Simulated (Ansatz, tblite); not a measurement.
Cost and result up the ladder for BeCl₃⁻ (4 atoms). Total charge -1; singlet. Geometry: PBE0-D4/def2-TZVPD.

```xyz
4

Be   -0.0001   -0.0004    0.0006
Cl   -1.7664   -0.3217   -0.7087
Cl    1.4768   -1.1171   -0.5451
Cl    0.2897    1.4393    1.2532
```

Ansatz on 4 threads of Arm Neoverse V1 on a shared host; xTB runs through tblite on one thread. Times are rough, summed over both states, and most runs start from the orbitals of an earlier one. PBE0-D4/def2-TZVPD serves as the yardstick here, not as an exact answer. The other state is a doublet.

The xTB rows come from tblite. The structure comes from a short search, and lower isomers may exist.

Raw xTB energies of ions are shifted by several eV.

```json
{"level": "GFN1-xTB", "functions": "31", "wall time": "0.008 s", "vertical IE (eV)": "10.64", "difference from PBE0-D4/def2-TZVPD (eV)": "5.09"}
{"level": "GFN2-xTB", "functions": "31", "wall time": "0.008 s", "vertical IE (eV)": "9.90", "difference from PBE0-D4/def2-TZVPD (eV)": "4.36"}
{"level": "PBE-D4/def2-TZVPD", "functions": "160", "wall time": "4 s", "vertical IE (eV)": "5.02", "difference from PBE0-D4/def2-TZVPD (eV)": "-0.52"}
{"level": "PBE0-D4/def2-TZVPD", "functions": "160", "wall time": "5.9 s", "vertical IE (eV)": "5.55", "difference from PBE0-D4/def2-TZVPD (eV)": "0.00"}
{"level": "r2SCAN-D4/def2-TZVPD (with forces)", "functions": "160", "wall time": "9.3 s", "vertical IE (eV)": "5.27", "difference from PBE0-D4/def2-TZVPD (eV)": "-0.28"}
```
